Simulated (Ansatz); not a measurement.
Total energies of CH₅AlBrGa, SMILES `[CH3][Al]([GaH2])[Br]`.

| atom | x (Å) | y (Å) | z (Å) |
| --- | --- | --- | --- |
| C1 | -0.3640 | -0.3849 | 1.7473 |
| Al2 | -0.5110 | -0.1307 | -0.1771 |
| Ga3 | 1.1389 | 0.6484 | -1.9011 |
| Br4 | -2.5506 | -0.6202 | -1.0866 |
| H5 | -0.5968 | -1.4218 | 2.0102 |
| H6 | 0.6299 | -0.1484 | 2.1344 |
| H7 | -1.0929 | 0.2448 | 2.2677 |
| H8 | 1.2793 | 2.1672 | -2.3046 |
| H9 | 2.0671 | -0.3542 | -2.6901 |

Total charge 0; spin multiplicity 1. Correlated methods include outer-core shells of Br, Ga, which these sets cover unevenly. Scalar relativity is left out up to krypton. The geometry is a stationary point of PBE0-D4/def2-TZVP. Basis def2-TZVPP, Ansatz 0.2.0.

RPA on PBE orbitals: Hartree–Fock energy of these orbitals -4778.38635 Eh, correlation -1.22658 Eh (frozen core).

```json
{"functional": "LDA (SPW92)", "energy without D4 (Eh)": "-4774.59358", "D4 term (kJ/mol)": "–"}
{"functional": "PBE", "energy without D4 (Eh)": "-4781.75803", "D4 term (kJ/mol)": "-19.1"}
{"functional": "revPBE", "energy without D4 (Eh)": "-4782.21049", "D4 term (kJ/mol)": "-45.1"}
{"functional": "BLYP", "energy without D4 (Eh)": "-4782.70567", "D4 term (kJ/mol)": "-39.6"}
{"functional": "r2SCAN", "energy without D4 (Eh)": "-4782.55985", "D4 term (kJ/mol)": "-4.5"}
{"functional": "PBE0", "energy without D4 (Eh)": "-4781.92154", "D4 term (kJ/mol)": "-16.6"}
{"functional": "r2SCAN0", "energy without D4 (Eh)": "-4782.52586", "D4 term (kJ/mol)": "-5.7"}
{"functional": "HSE06 (plane-wave form)", "energy without D4 (Eh)": "-4781.91651", "D4 term (kJ/mol)": "-15.9"}
{"functional": "BHLYP", "energy without D4 (Eh)": "-4782.57997", "D4 term (kJ/mol)": "-29.3"}
{"functional": "CAM-B3LYP", "energy without D4 (Eh)": "-4782.86068", "D4 term (kJ/mol)": "-17.6"}
{"functional": "LC-ωPBE", "energy without D4 (Eh)": "-4781.92499", "D4 term (kJ/mol)": "–"}
{"functional": "ωB97X-V", "energy without D4 (Eh)": "-4782.17389", "D4 term (kJ/mol)": "–"}
{"functional": "ωB97M-V", "energy without D4 (Eh)": "-4782.34145", "D4 term (kJ/mol)": "–"}
{"functional": "PBE-QIDH", "energy without D4 (Eh)": "-4781.18105", "D4 term (kJ/mol)": "–"}
```

(1) Give the same for B97M-V, B3LYP, r2SCANh, B2PLYP. (Estimate.)

B3LYP takes the VWN-RPA correlation (the form of Gaussian; ORCA's B3LYP/G). HSE06 is the plane-wave form, built on full-range PBE exchange. The double hybrids freeze the cores in their second-order part.

## Answers

(1) The calculation gave: 
```
functional  energy without D4 (Eh)  D4 term (kJ/mol)
    B97M-V             -4781.75363                 –
     B3LYP             -4782.74646             -31.2
   r2SCANh             -4782.54561              -5.0
    B2PLYP             -4781.73079                 –
```

LC-ωPBE has ω = 0.4 bohr⁻¹.
